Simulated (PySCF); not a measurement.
# Ionisation energy of Lu⁴⁹⁺ by level of theory

Lu⁴⁹⁺ [Ar] 3d4 (5D) → Lu⁵⁰⁺ [Ar] 3d3 (4F), as a difference of total energies. Calculation: PySCF 2.14, in an uncontracted even-tempered set (17 s from 11 bohr⁻², ratio 2.5; 12 p from 15 bohr⁻², ratio 2.5; 7 d from 15 bohr⁻², ratio 2.5; 4 f from 54 bohr⁻², ratio 2.7; 3 g from 81 bohr⁻², ratio 2.7); scalar relativity by spin-free X2C-1e. Correlated levels: outer shells: [Ne] frozen; virtual orbitals above 40 to 60 times the deepest correlated orbital energy dropped. The calculations carry no spin-orbit coupling.

```tsv
method	ionisation energy (eV)
UHF	4378.4
LDA	4377.2
PBE	4376.2
PBE0	4377.2
r2SCAN	4376.2
B97-3	4377.6
MP2 (outer shells)	4378.7
```

Problem. Estimate what SCS-MP2 (outer shells) gives.

Solution. 4378.2 eV, closest to UHF among the rows shown.

Problem. Estimate what TPSSh gives.

Solution. 4375.3 eV, closest to PBE among the rows shown.

Spin-orbit coupling is strong in these open shells (close to jj coupling). The scalar numbers leave it out and a first-order estimate fails, so it can dominate the gap to the real levels.

Breit and QED terms and the two-electron picture change are absent.

For comparison: 4403 ± 4 eV (theoretical estimate listed by NIST; NIST Atomic Spectra Database, ionization energies).
